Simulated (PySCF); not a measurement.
Species: C₄H₉F₃GeO.
Z-matrix (Å and degrees, PBE0-D3(BJ)/def2-SVP geometry), rows numbered from 1:
```
C 
C   1  1.5156
C   2  1.5190  1  112.50
O   2  1.4211  1  106.46  3   122.80
Ge  4  1.7695  2  124.39  1   177.32
C   5  2.0021  4  108.14  2   -44.98
F   6  1.3380  5  111.96  4   -53.98
F   6  1.3400  5  111.41  4  -174.49
F   6  1.3436  5  111.36  4    66.04
H   1  1.0992  2  110.19  3  -179.44
H   1  1.1010  2  110.00  3   -60.32
H   1  1.1002  2  111.04  3    60.08
H   2  1.1082  1  108.47  3  -120.03
H   3  1.1014  2  110.31  1    62.85
H   3  1.1003  2  110.73  1   -57.14
H   3  1.1012  2  111.52  1  -176.37
H   5  1.5377  4  112.79  2    73.52
H   5  1.5297  4  105.57  2  -162.09
```

Level of theory: PySCF, PBE0-D3(BJ)/def2-SVP geometry optimisation, gas phase.

Take the most abundant isotopes and a rigid rotor. The values belong to one conformer with, in the numbering `[CH3:1][CH:2]([CH3:3])[O:4][GeH2:5][C:6]([F:7])([F:8])[F:9]`, C1–C2–O4–Ge5 177°, C2–O4–Ge5–C6 -45°.

Question: What are A, B and C (cm⁻¹)?

Answer: Ia = 287.06, Ib = 661.90, Ic = 751.25 u·Å²; 505379 MHz·u·Å²/I gives 1761, 763.5 and 672.7 MHz, that is A = 0.05873, B = 0.02547, C = 0.02244 cm⁻¹.

Question: What kind of rotor is it?

Answer: An asymmetric top. Ray's parameter κ = (2B − A − C)/(A − C) = -0.833; −1 is the prolate and +1 the oblate limit.

Question: What does the inertial defect say?

Answer: Not planar: Δ = Ic − Ia − Ib = -197.71 u·Å². For a rigid frame Δ = −2 Σ m c², so Σ m c² = 98.85 u·Å² lies off the ab plane: 17.65 from hydrogen and 81.21 from heavier atoms. The atom farthest from that plane is 1.93 Å away.

Question: Give the other two planar moments, Paa and Pbb, and the rms extents of the mass along the axes.

Answer: Paa = Σ m a² = (Ib + Ic − Ia)/2 = 563.05 and Pbb = Σ m b² = (Ia + Ic − Ib)/2 = 188.21 u·Å². With the mass M = 203.98 u, the rms extents √(P/M) along a, b and c are 1.66, 0.96, 0.70 Å.

Question: Give the coordinates in the principal-axis frame, origin at the centre of mass.

Answer: The sense of each axis is arbitrary; atoms in the order of the calculation.
```
atom  mass (u)   a (Å)   b (Å)   c (Å)
  C1    12.000  -3.363  -0.632   0.845
  C2    12.000  -2.045  -0.620   0.098
  C3    12.000  -2.228  -0.727  -1.406
  O4    15.995  -1.384   0.584   0.465
 Ge5    73.921   0.233   1.045  -0.087
  C6    12.000   1.426  -0.555   0.075
  F7    18.998   1.406  -1.072   1.309
  F8    18.998   2.698  -0.248  -0.214
  F9    18.998   1.054  -1.530  -0.771
 H10     1.008  -3.186  -0.543   1.927
 H11     1.008  -3.983   0.221   0.528
 H12     1.008  -3.917  -1.562   0.654
 H13     1.008  -1.439  -1.483   0.440
 H14     1.008  -2.784   0.145  -1.786
 H15     1.008  -2.790  -1.637  -1.667
 H16     1.008  -1.261  -0.781  -1.929
 H17     1.008   0.257   1.486  -1.559
 H18     1.008   0.702   2.132   0.882
```

Question: List the rotational levels J(Ka,Kc) to J = 5 (cm⁻¹).

Answer: Above 0(0,0):
J = 1: 1(0,1) 0.0479, 1(1,1) 0.0812, 1(1,0) 0.0842
J = 2: 2(0,2) 0.1435, 2(1,2) 0.1740, 2(1,1) 0.1830, 2(2,1) 0.2828, 2(2,0) 0.2830
J = 3: 3(0,3) 0.2865, 3(1,3) 0.3130, 3(1,2) 0.3312, 3(2,2) 0.4265, 3(2,1) 0.4275, 3(3,1) 0.6005, 3(3,0) 0.6005
J = 4: 4(0,4) 0.4762, 4(1,4) 0.4982, 4(1,3) 0.5284, 4(2,3) 0.6180, 4(2,2) 0.6209, 4(3,2) 0.7925, 4(3,1) 0.7926, 4(4,1) 1.0356, 4(4,0) 1.0356
J = 5: 5(0,5) 0.7120, 5(1,5) 0.7294, 5(1,4) 0.7746, 5(2,4) 0.8571, 5(2,3) 0.8637, 5(3,3) 1.0326, 5(3,2) 1.0329, 5(4,2) 1.2756, 5(4,1) 1.2756, 5(5,1) 1.5881, 5(5,0) 1.5881
The levels of one J sum to (2J + 1)J(J + 1)(A + B + C)/3.

Question: Which lines would a microwave search look for?

Answer: The dipole components are |μa| = 0.90 D, |μb| = 0.58 D, |μc| = 0.85 D. The squared components, which scale the intensities, stand as 1.00 : 0.42 : 0.89 (a : b : c). Some lines, for components of 0.1 D or more:

```tsv
type	branch	J(Ka,Kc)	MHz	lower level (cm⁻¹)
c	Q	2(1,2) ← 2(0,2)	912	0.144
b	Q	1(1,0) ← 1(0,1)	1088	0.048
c	R	1(1,0) ← 0(0,0)	2524	0.000
c	Q	4(2,3) ← 4(1,3)	2685	0.528
a	R	2(1,2) ← 1(1,1)	2782	0.081
b	Q	2(2,0) ← 2(1,1)	2997	0.183
b	Q	4(3,2) ← 4(2,3)	5231	0.618
c	R	3(1,2) ← 2(0,2)	5626	0.144
a	R	4(2,3) ← 3(2,2)	5740	0.427
c	R	2(2,0) ← 1(1,0)	5960	0.084
c	R	2(2,1) ← 1(1,1)	6045	0.081
b	R	2(2,0) ← 1(1,1)	6051	0.081
c	Q	4(4,1) ← 4(3,1)	7285	0.793
b	R	3(2,1) ← 2(1,2)	7602	0.174
```

Not checked by PBE0-D3(BJ)/def2-SVP frequencies. Zero-point vibration and centrifugal distortion are left out. A rigid rotor knows nothing of internal rotation, which can split or shift real lines.
